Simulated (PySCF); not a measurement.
Si(H)3(NCO) (CH3NOSi), SMILES O=C=N[SiH3]. Atoms are numbered in the order given.

```xyz
7

Si     0.0000     0.0000    -1.5987
N      0.0000     0.0000     0.1214
C      0.0000     0.0000     1.3177
O      0.0000     0.0000     2.4855
H     -1.2194    -0.7040    -2.0861
H      0.0000     1.4080    -2.0861
H      1.2194    -0.7040    -2.0861
```
Charge 0, spin multiplicity 1.

Geometry optimised at PBE0-D3(BJ)/def2-SVP.

These are B3LYP/pcJ-1 (PySCF) values and carry that method's errors.

Isotropic couplings with Fermi-contact, spin-dipole and both spin-orbit terms, one fixed conformer, no vibrational averaging. Isotopes: 13C, 14N, 1H, 29Si.

```
pair    bonds apart  J (Hz)
------  -----------  ------
Si1–N2            1       ?
Si1–H5            1       ?
Si1–H6            1       ?
Si1–H7            1       ?
N2–C3             1    46.8
Si1–C3            2   -15.7
N2–H5             2       ?
N2–H6             2       ?
N2–H7             2       ?
H5–H6             2    12.0
H5–H7             2    12.0
H6–H7             2    12.0
C3–H5             3     2.1
C3–H6             3     2.1
C3–H7             3     2.1
```

Some entries are withheld; supply them. (An estimate is asked for; the answer gives what the named calculation found.)


- Si1–N2, J (Hz): -19.9
- Si1–H5, J (Hz): -247.7
- Si1–H6, J (Hz): -247.7
- Si1–H7, J (Hz): -247.7
- N2–H5, J (Hz): 4.4
- N2–H6, J (Hz): 4.4
- N2–H7, J (Hz): 4.4
